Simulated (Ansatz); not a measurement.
Reaction (hydrogenolysis of a C–C bond): `CCC(C(C)=O)C(C)=O` + H₂ → `CC(=O)CC(C)=O` + ethane

Calculated with Ansatz (gas phase, PBE0-D4/def2-TZVP geometries, no zero-point term in ΔE). CCSD(T)/CBS adds triple-zeta CCSD(T) − MP2 to the extrapolated MP2 energy (def2 sets, frozen cores). This one scheme is used for every species. DFT in def2-TZVPP. HSE06 is defined as in plane-wave codes. Each species was taken in one conformer, which may not be the lowest.

| level | ΔE (eV) |
| --- | --- |
| HSE06 | -0.74 |
| MP2/CBS(def2) | -0.49 |

What does CCSD(T)/CBS give? (Estimate.)

Computed: -0.55 eV. The listed levels differ from it by -0.19, 0.06 eV.

Largest T1 diagnostic among the species: 0.015.

In def2-TZVPP, CCSD(T) changes the Hartree–Fock value by +0.39 eV (the triples alone add +0.07 eV) and MP2 by +0.46 eV. The D4 term adds +0.20 eV with B3LYP and +0.12 eV with PBE0; it sums over pairs of atoms, weighted by their polarisabilities, and B3LYP, whose exchange is more repulsive, gets the larger term. Leaving LDA and LC-ωPBE aside and taking each functional with its dispersion term where it has one, the values, not all of them listed here, spread over 0.20 eV, from B2PLYP to revPBE-D4. LDA lies +0.23 eV from PBE without D4.

B3LYP here is the variant with VWN-RPA as its local correlation; programs differ in this.
